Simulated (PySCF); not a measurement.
## Correlation energy of Tc (technetium, neutral)

[Kr] 4d6 5s1, high-spin 6D determinant (an excited configuration). Calculation: PySCF 2.14, in ANO-RCC-VTZP; scalar relativity by spin-free X2C-1e. Frozen: [Ar] 3d10; 15 electrons correlated.

```csv
level,correlation energy (mhartree)
CCSD,-440.94
(T),-14.13
CCSD(T),-455.07
```

Diagnostics: T1 = 0.014, D1 = 0.0633, largest double amplitude 0.035.

Cost of the coupled-cluster step: roughly 18 core-seconds, for 15 correlated electrons.
